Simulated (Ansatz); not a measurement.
Calculated with Ansatz (gas phase, PBE0-D4/def2-TZVP geometries, no zero-point term in ΔE). CCSD(T)/CBS is the MP2 limit (def2-TZVPP, def2-QZVPP) plus CCSD(T) − MP2 in def2-TZVPP, frozen cores. This one scheme is used for every species. DFT in def2-TZVPP. For Ge outer-core shells are correlated without core-valence functions, which leaves a few kJ/mol of doubt a bond. Scalar relativity is left out up to krypton. One conformer a species, not always the lowest.

Reaction (ligand exchange at a Ge–S bond): `C[O][GeH]([SH])[Cl]` + `O[SiH3]` → `C[O][GeH]([Cl])[O][SiH3]` + H₂S

`C[O][GeH]([SH])[Cl]`:

```xyz
10

C     0.460   -1.204    0.913
O    -0.460   -0.149    1.104
Ge   -0.797    0.981   -0.200
S     1.044    1.916   -0.991
Cl   -1.696   -0.121   -1.819
H     0.572   -1.718    1.869
H     0.097   -1.923    0.170
H     1.442   -0.833    0.598
H    -1.779    1.997    0.373
H     1.117    1.054   -2.018
```

`O[SiH3]`:

Z-matrix (Å, degrees):
```
Si
O 1 1.648
H 1 1.489 2 111.7
H 1 1.489 2 111.7 3 120.9
H 1 1.481 2 105.9 3 -119.6
H 2 0.957 1 117.9 3 -60.5
```

`C[O][GeH]([Cl])[O][SiH3]`:

Cartesian coordinates in Å:
```
C 0.349 2.001 0.001
O 0.550 1.330 -1.227
Ge 0.807 -0.402 -1.265
Cl 2.501 -0.873 -0.033
O -0.571 -1.240 -0.586
Si -1.227 -1.568 0.883
H 1.181 1.835 0.694
H 0.284 3.068 -0.215
H -0.583 1.689 0.485
H 1.018 -0.832 -2.707
H -0.179 -1.629 1.934
H -2.205 -0.506 1.242
H -1.927 -2.872 0.794
```

H₂S:

Cartesian coordinates in Å:
```
S -0.427 0.002 -0.449
H -0.484 0.100 0.887
H 0.911 -0.102 -0.438
```

Is it downhill or uphill in electronic energy at CCSD(T)/CBS, and by how much? (Estimate.)

Ansatz gave: Downhill: ΔE = -0.08 eV.

What do these levels give: PBE-D4, B2PLYP, r2SCAN, PBE0, SCS-MP2/def2-QZVPP, HF/CBS(def2)? (Estimate.)

Ansatz gave: PBE-D4 0.07, B2PLYP -0.06, r2SCAN -0.01, PBE0 0.05, SCS-MP2/def2-QZVPP -0.11, HF/CBS(def2) -0.24 eV.

Largest T1 diagnostic among the species: 0.012.

The D4 term adds −0.05 eV with B3LYP and −0.03 eV with PBE0; it sums over pairs of atoms, weighted by their polarisabilities, and B3LYP, whose exchange is more repulsive, gets the larger term. In def2-TZVPP, CCSD(T) changes the Hartree–Fock value by +0.09 eV (the triples alone add +0.02 eV) and MP2 by +0.14 eV.

B3LYP here is the variant with VWN-RPA as its local correlation; programs differ in this.
